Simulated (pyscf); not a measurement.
Optimised with ωB97X-D3(BJ)/def2-SVP in PySCF.

Estimate the classical barrier height and the reaction energy of H₃C–GeH₂–SnH₃ → H₃C–SnH₃ + germylene (GeH₂) [singlet] at M06-2X/def2-TZVP. The step runs on the singlet surface, breaks C–Ge, Ge–Sn and forms C–Sn; take the reactant's lowest minimum found as zero.

ΔE‡ = 364.3 kJ/mol, ΔE = +204.4 kJ/mol. ωB97M-D3(BJ)/def2-TZVP gives 377.5 kJ/mol and +202.7 kJ/mol. Zero-point energy shifts the barrier by -12.0 kJ/mol. It is a 1,1-elimination, with an imaginary mode of 662i cm⁻¹. On the product side the descent ends in a complex (not fully relaxed), 23.4 kJ/mol under the separated species and 170.9 kJ/mol under the saddle at ωB97X-D3(BJ)/def2-TZVP. At ωB97X-D3(BJ)/def2-TZVP the barrier from the zero used here is 390.6 kJ/mol. The same reactants have a lower exit, to H₃C–GeH₂• + SnH₃• (no saddle counted: cutting one bond costs +268.7 kJ/mol at ωB97M-D3(BJ)/def2-TZVP, against +377.5 kJ/mol here). One saddle was located; it need not be the lowest between these sides. Elements up to Kr have no core potential and no relativistic terms here. Elements past Kr carry the def2 core potentials, without spin-orbit coupling.
